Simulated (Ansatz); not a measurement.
Born–Oppenheimer molecular dynamics of CH5FGe (8 atoms, charge 0, multiplicity 1). It starts from a relaxed structure.

Method: Ansatz, RKS PBE-D4/def2-SVP.

```
ensemble        : NVT, Nosé–Hoover chain
time step       : 0.5 fs
steps asked     : 100
set temperature : 400 K
thermostat      : time constant 100 fs, chain length 1
seed            : 35279
```

First frame:

```xyz
8
Properties=species:S:1:pos:R:3
Ge -0.014 0.012 -0.063
F 0.391 -0.216 1.642
H 1.336 0.238 -0.798
H -0.916 1.275 -0.124
C -0.936 -1.602 -0.659
H -1.857 -1.757 -0.065
H -1.212 -1.506 -1.728
H -0.277 -2.484 -0.539
```

(1) How far do the bonds stretch over the last three quarters of this one trajectory? (Pairs bonded in most of those frames.)

Results:

(1) 
```
  bond  mean (Å)  spread (Å)  shortest  longest
Ge1–F2     1.765       0.008      1.75     1.78
Ge1–H3     1.563       0.037      1.51     1.61
Ge1–H4     1.553       0.031      1.51     1.60
Ge1–C5     1.985       0.079      1.86     2.07
 C5–H6     1.109       0.014      1.08     1.13
 C5–H7     1.110       0.012      1.09     1.13
 C5–H8     1.110       0.010      1.09     1.12
```

Mean temperature of the second half: 210 K. The conserved energy stayed within 0.099 meV per atom of its start (net change 0.056 meV per atom), so the integration is sound. The mean temperature of the second half is 48 % below the set value. A run of 0.05 ps of so small a system gives no equilibrium averages.

Time of the run: 3.8 min on 1 thread of Arm Neoverse V1, on a shared host, peak memory 0.11 GiB.
